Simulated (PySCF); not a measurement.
Species: C₃H₉OSi (charge -1, singlet). It need not be the lowest isomer of its formula. Whether it binds its extra electron was not tested at this geometry. SMILES: C[Si](C)(C)[O-]
Coordinates optimised at B3LYP-D3(BJ)/def2-TZVP (Ansatz):
```xyz
14

Si    -0.0231    -0.0705     0.2121
C      1.7826     0.2853    -0.3410
C     -0.6590    -1.2895    -1.1306
C     -0.9402     1.5641    -0.2125
O     -0.1840    -0.5615     1.6889
H      1.8484     0.6265    -1.3811
H      2.3946    -0.6171    -0.2417
H      2.2298     1.0552     0.2963
H     -0.5267    -0.9055    -2.1492
H     -1.7241    -1.4952    -0.9824
H     -0.1285    -2.2446    -1.0577
H     -2.0147     1.4537    -0.0337
H     -0.8002     1.8704    -1.2561
H     -0.5839     2.3766     0.4291
```
Charge -1, spin multiplicity 1.

Dispersion corrections to the total energy (kcal/mol) from the dftd3 and dftd4 libraries through PySCF: D3(BJ) without and D4 with the three-body term, each with the damping fitted for the functional named.

```tsv
functional	D3(BJ)	D4
TPSS	-8.70	___
CAM-B3LYP	-5.50	___
PBE0	-6.02	-6.51
LC-wPBE	___	-8.49
revPBE	-16.90	-23.27
TPSSh	-8.03	-9.42
BLYP	-14.52	-16.64
```

Task: Fill in the missing entries.

Result: 
- TPSS, D4: -10.32
- CAM-B3LYP, D4: -6.57
- LC-wPBE, D3(BJ): -6.57
